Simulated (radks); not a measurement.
All-electron atom: Ce+ in [Xe] 4f1 5d2. Calculated with a radial shooting solver on a logarithmic mesh with Libxc functionals: scalar-relativistic Kohn-Sham, PBE, spin-polarised, spherical densities, finite nucleus; open shells are filled with parallel spins first (spin-orbit coupling, left out, can overturn this in heavy ions); Fermi nuclear charge, rms radius 4.8771 fm; hard spherical wall at 7 bohr.

Normalised radial functions P(r) = r R(r), r in bohr:

```
   r/bohr * 4f up, o 4f down, + 6s up (the largest magnitude, 0.951, reaches the edge; | marks zero, & curves that meet)
 0.001761                             &+
 0.002033                             &+
 0.002348                             &+
 0.002712                             &+
 0.003132                             &+
 0.003617                             &+
 0.004144                             &+
 0.004786                             &+
 0.005527                             &+
 0.006383                             &+
 0.007372                             & +
 0.008514                             & +
 0.009832                             & +
  0.01126                             & +
  0.01301                             & +
  0.01502                             & +
  0.01735                             &+
  0.02004                             &+
  0.02314                             &+
  0.02673                             &
  0.03062                             &
  0.03536                            +&
  0.04084                            +&
  0.04717                           + &
  0.05447                           + &
  0.06291                          +  &
  0.07265                          +  &
  0.08323                           + |&
  0.09613                           + |&
    0.111                            +| &
   0.1282                             |+&
   0.1481                             | +&
    0.171                             |  + &
   0.1975                             |   + &
   0.2263                             |   +   &
   0.2613                             |  +       &
   0.3018                             |+            &
   0.3485                           + |                &
   0.4025                         +   |                   &
   0.4648                       +     |                      &
   0.5368                        +    |                        &
    0.615                         +   |                         *o
   0.7103                            +|                          &
   0.8203                             |  +                      &
   0.9473                             |      +                 &
    1.094                             |        +             &
    1.264                             |        +          &
    1.459                             |      +         &
    1.672                             |  +          o*
    1.931                           + |           &
     2.23                     +       |        &
    2.575                +            |      &
    2.974             +               |    &
    3.435           +                 |  &
    3.967            +                | &
    4.544               +             |&
    5.248                   +         |&
    6.061                        +    &
        7                             &
```

4f up: eigenvalue -9.171 eV, 0 radial nodes, <r> = 1.12 bohr, 90 % of the charge inside 1.95 bohr. 4f down (empty): eigenvalue -8.221 eV, 0 radial nodes, <r> = 1.11 bohr, 90 % of the charge inside 1.92 bohr. 6s up (empty): eigenvalue -7.259 eV, 5 radial nodes at r = 0.0302, 0.120, 0.314, 0.733, 1.82 bohr, <r> = 3.66 bohr, 90 % of the charge inside 5.08 bohr.
